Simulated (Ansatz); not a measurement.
`CCOBCl` + `[NH2][Al]([OH])[F]` → `C[NH][Al]([OH])[F]` + `COBCl`  (substitution at a C–C bond)

Calculated with Ansatz (gas phase, PBE0-D4/def2-TZVP geometries, no zero-point term in ΔE). CCSD(T)/CBS is the MP2 limit (def2-TZVPP, def2-QZVPP) plus CCSD(T) − MP2 in def2-TZVPP, frozen cores. DFT in def2-TZVPP. B3LYP here is the variant with VWN-RPA as its local correlation; programs differ in this. Each species was taken in one conformer, which may not be the lowest.

```tsv
level	ΔE (kJ/mol)	difference from CCSD(T)/CBS
r2SCAN-D4	54.1	-1.6
B3LYP-D4	49.0	-6.7
B2PLYP	51.5	-4.2
PBE	49.5	-6.2
r2SCAN	54.0	-1.7
PBE0	51.4	-4.3
MP2/def2-TZVPP	55.6	-0.1
CCSD/def2-TZVPP	53.1	-2.6
MP2/CBS(def2)	58.0	2.3
CCSD/CBS(def2)	55.5	-0.2
CCSD(T)/CBS	55.7	0
```

Largest T1 diagnostic among the species: 0.012.
